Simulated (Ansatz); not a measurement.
Re2O2⁺. The state is a doublet with charge 1. Geometry PBE0-D4/def2-TZVP.

```tsv
atom	x (Å)	y (Å)	z (Å)
Re1	-0.833	-0.112	0.800
Re2	0.452	0.634	-0.875
O3	1.903	0.989	-0.159
O4	-1.522	-1.511	0.234
```

In the def2 sets Re takes a core potential; there is no spin–orbit coupling. At HF/def2-TZVP, r2SCANh-D4/def2-TZVP, PBE0-D4/def2-SVP, PBE0-D4/def2-TZVP and others the charge 1 doublet is spin-contaminated (final ⟨S²⟩ up to 3.80, 0.75 for a pure state). The structure comes from a short search, and lower isomers may exist.

Q: Estimate the α-spin orbital energies around the gap (eV) in Ansatz with HF/def2-TZVP, r2SCANh-D4/def2-TZVP, PBE0-D4/def2-SVP, PBE0-D4/def2-TZVP, ωB97X-V/def2-TZVP.

A: 
```tsv
orbital	HF/def2-TZVP	r2SCANh-D4/def2-TZVP	PBE0-D4/def2-SVP	PBE0-D4/def2-TZVP	ωB97X-V/def2-TZVP
HOMO−9	-22.83	-17.10	-17.84	-17.73	-20.08
HOMO−8	-22.15	-16.81	-17.59	-17.47	-19.81
HOMO−7	-21.54	-16.61	-17.42	-17.27	-19.67
HOMO−6	-21.41	-16.42	-17.10	-17.00	-19.38
HOMO−5	-19.77	-16.19	-17.02	-16.86	-19.15
HOMO−4	-18.85	-14.80	-15.38	-15.30	-17.44
HOMO−3	-18.48	-13.76	-14.30	-14.22	-16.39
HOMO−2	-16.46	-13.24	-13.45	-13.41	-15.60
HOMO−1	-15.25	-12.21	-12.78	-12.68	-14.69
HOMO	-14.89	-11.95	-12.61	-12.48	-14.53
LUMO	-4.97	-9.80	-9.28	-9.27	-7.04
LUMO+1	-4.86	-9.21	-8.98	-8.92	-6.62
LUMO+2	-3.69	-8.78	-8.41	-8.42	-6.21
LUMO+3	-3.45	-8.46	-8.06	-8.04	-5.72
LUMO+4	-3.36	-7.39	-6.95	-7.10	-5.00
LUMO+5	-2.70	-6.93	-6.54	-6.62	-4.48
β HOMO	-16.29	-11.86	-12.25	-12.20	-14.21
β LUMO	-5.70	-9.57	-9.44	-9.34	-7.27
```
